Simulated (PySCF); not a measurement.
EPR parameters of C5H7O3

Compound: C5H7O3 (doublet state).
Geometry (GFN2-xTB, Å), atoms numbered from 1 in this order:
```
atom  x, y, z in Å
O1    -1.973   -0.505    1.248
C2    -2.048    0.289    0.357
O3    -1.488    0.204   -0.837
C4    -0.662   -0.923   -1.097
C5     0.808   -0.658   -0.709
C6     1.075   -0.043    0.611
C7     1.591    1.143   -0.107
O8     1.371    0.486   -1.361
H9    -2.631    1.224    0.404
H10   -0.724   -1.100   -2.172
H11   -1.027   -1.787   -0.532
H12    1.369   -1.575   -0.950
H13    0.682   -0.209    1.590
H14    2.649    1.393    0.042
H15    1.003    2.068   -0.016
```

The hyperfine couplings belong to this conformer and change with its torsions.

The species is `O=COC[C@@H]1[CH]CO1` [radical].

Computed, not measured: UKS B3LYP, pcH-1 on C H O, non-relativistic, mean-field spin-orbit, GIAO (PySCF 2.14.0). The structure is a single GFN2-xTB conformer in the gas phase; no vibrational or solvent corrections. The geometry wasn't refined by DFT: couplings that depend on bond lengths, twists or pyramidal angles can differ widely from those at the functional's own minimum. No stability test was run, so a lower SCF solution isn't excluded.

* g1, g2, g3: 2.00215, 2.00278, 2.00292
* g_iso: 2.00262
* Form of g: rhombic: the two nearest values differ by 18 % of g3 − g1
* ⟨S²⟩: 0.7541 (exact 0.7500)
* α and β electrons: 31, 30
* HOMO–LUMO gap, α and β orbitals: 5.62, 5.28 eV

Hyperfine couplings atom by atom, in MHz; T1 to T3 are the principal values of the dipolar part; ρ(0) is the spin density at the nucleus:

| atom | isotope | a_iso | T1 | T2 | T3 | Mulliken spin population | ρ(0) (bohr⁻³) |
| --- | --- | --- | --- | --- | --- | --- | --- |
| O1 | 17O | -3.3 | -4.1 | 1.9 | 2.1 | 0.01 | 0.0054 |
| C2 | 13C | 0.2 | -0.7 | -0.3 | 1.0 | 0.00 | 0.0002 |
| O3 | 17O | 1.0 | -0.2 | -0.2 | 0.4 | 0.00 | -0.0016 |
| C4 | 13C | 55.7 | -4.8 | -4.5 | 9.3 | 0.04 | 0.0495 |
| C5 | 13C | -34.0 | -2.1 | -0.8 | 2.9 | -0.07 | -0.0302 |
| C6 | 13C | 116.5 | -81.2 | -79.3 | 160.5 | 1.00 | 0.1037 |
| C7 | 13C | -35.6 | -2.7 | 0.0 | 2.7 | -0.08 | -0.0317 |
| O8 | 17O | 2.1 | -3.1 | 0.3 | 2.8 | 0.00 | -0.0035 |
| H9 | 1H | 0.2 | -1.3 | -1.2 | 2.5 | 0.00 | 0.0000 |
| H10 | 1H | 1.6 | -3.0 | -1.7 | 4.7 | 0.00 | 0.0004 |
| H11 | 1H | -3.8 | -3.5 | -2.0 | 5.5 | 0.00 | -0.0009 |
| H12 | 1H | 99.4 | -4.8 | -4.0 | 8.8 | 0.04 | 0.0222 |
| H13 | 1H | -56.2 | -38.0 | -1.3 | 39.2 | -0.03 | -0.0126 |
| H14 | 1H | 109.6 | -4.8 | -4.2 | 9.0 | 0.04 | 0.0245 |
| H15 | 1H | 112.8 | -4.4 | -3.3 | 7.7 | 0.05 | 0.0252 |

The largest Mulliken spin populations are on C6 (+1.00), C7 (-0.08) and C5 (-0.07). C6 is the only atom above +0.15. The positive populations add up to 1.19 and the negative ones to -0.19, together 2S = 1. The angles at C6 add up to 355.5°, so it is nearly planar; its axial dipolar tensor and the negative coupling of its proton fit spin in a p orbital normal to that plane.

Under fast tumbling the dipolar parts average out, and these isotropic splittings remain: 1 × 1H (H15, I = 1/2, 2 lines) with 4.03 mT, 1 × 1H (H14, I = 1/2, 2 lines) with 3.91 mT, 1 × 1H (H12, I = 1/2, 2 lines) with 3.55 mT, 1 × 1H (H13, I = 1/2, 2 lines) with 2.01 mT, 1 × 1H (H11, I = 1/2, 2 lines) with 0.14 mT and 1 × 1H (H10, I = 1/2, 2 lines) with 0.06 mT.

The 13C coupling of C6 (116.5 MHz) shows only in satellite lines or after enrichment, since that isotope makes up about 1.07 % of natural carbon.

The run took 51 s (with the writing of density and orbital grids) on one thread of an Arm Neoverse V2, no GPU, shared host with 32 logical CPUs at a one-minute load of 11, and the process peaked at 1.0 GiB of memory.
